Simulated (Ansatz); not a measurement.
`CSB(C)N` → `[CH2]` (triplet) + `CB(N)S`  (formal loss of a carbene)

Gas-phase electronic energies from Ansatz, PBE0-D4/def2-TZVP geometries. CCSD(T)/CBS is the MP2 limit (def2-TZVPP, def2-QZVPP) plus CCSD(T) − MP2 in def2-TZVPP, frozen cores. This one scheme is used for every species. DFT in def2-TZVPP. Triplets are unrestricted, without spin–orbit coupling. One conformer a species, not always the lowest.

Question: Is it downhill or uphill in electronic energy at CCSD(T)/CBS, and by how much? (Best estimate.)

Answer: Ansatz gave: Uphill: ΔE = +424.0 kJ/mol.

Question: What do these levels give: PBE0-D4, ωB97M-V, B2PLYP, SCS-MP2/def2-TZVPP, SCS-MP2/def2-QZVPP, HF/CBS(def2)? (Estimate.)

Answer: Ansatz gave: PBE0-D4 422.1, ωB97M-V 425.9, B2PLYP 413.1, SCS-MP2/def2-TZVPP 425.0, SCS-MP2/def2-QZVPP 434.2, HF/CBS(def2) 272.1 kJ/mol.

Largest T1 diagnostic among the species: 0.011.

From PBE to PBE0 (25 % exact exchange), in def2-TZVPP and without D4, ΔE moves by −8.9 kJ/mol. The D4 term adds +11.9 kJ/mol with B3LYP and +6.5 kJ/mol with PBE0; it sums over pairs of atoms, weighted by their polarisabilities, and B3LYP, whose exchange is more repulsive, gets the larger term.

B3LYP here is the variant with VWN-RPA as its local correlation; programs differ in this.
